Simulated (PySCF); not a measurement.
Mo(O)2(OH) (HMoO3), SMILES [O]=[Mo+](=[O])[OH], charge +1, multiplicity 1. Geometry optimised at PBE0-D3(BJ)/def2-SVP. The multiplicity is an assumed one; other spin states were not compared. The isomer is the one that the SMILES or the coordinates give; other isomers of the formula were not compared. The def2 effective core potentials stand for the cores of Mo; spin–orbit coupling is left out. Other conformers were not sampled.

These are PBE0-D3(BJ)/def2-SVP run with PySCF values and carry that method's errors.

Harmonic wavenumbers (cm⁻¹): 123, 241, 274, 404, 539, 867, 1079, 1120, 3792. Rotational constants (GHz): 7.524, 5.959, 4.034; symmetry number 1.

Q: Work out the zero-point energy and the ideal-gas rigid-rotor harmonic-oscillator thermochemistry at 298.15 K and 1 atm.

A: ZPE = ½ Σ hcν = ½ × 8440 cm⁻¹ = 50.48 kJ/mol. H − E(el) = 66.32 kJ/mol. Entropy in J/(mol K): translation 170.81, rotation 104.55, vibration 34.33, total 309.70. G − E(el) = -26.02 kJ/mol. Cp = 71.58 J/(mol K). Modes under 150 cm⁻¹ make the vibrational entropy uncertain.
